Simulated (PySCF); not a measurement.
A structure optimised at PBE-D3(BJ)/def2-SVP, used in a PySCF frequency run:

```
N
C 1 1.3945
C 2 1.3546 1 127.07
H 3 1.0977 2 119.76 1 175.62
H 3 1.1015 4 117.27 2 179.49
H 2 1.1059 3 119.31 4 -2.54
C 1 1.4686 2 117.72 6 -15.59
H 7 1.1103 1 109.72 2 156.56
H 7 1.1137 8 105.69 1 118.02
Si 1 1.7741 2 120.40 6 171.32
H 10 1.5012 1 105.62 2 -172.77
H 10 1.5027 11 111.32 8 -118.39
H 10 1.5067 11 109.38 8 122.07
Si 7 1.9185 8 108.85 9 117.81
H 14 1.5036 7 109.76 8 -178.80
H 14 1.5052 15 108.87 7 119.04
H 14 1.5072 15 109.29 16 119.19
```

Problem. Write its SMILES and formula.

Solution. C=CN([SiH3])C[SiH3], C3H11NSi2

Problem. What are its rotational constants (standard atomic weights)?

Solution. 2.9485, 1.4311, 1.1115 GHz
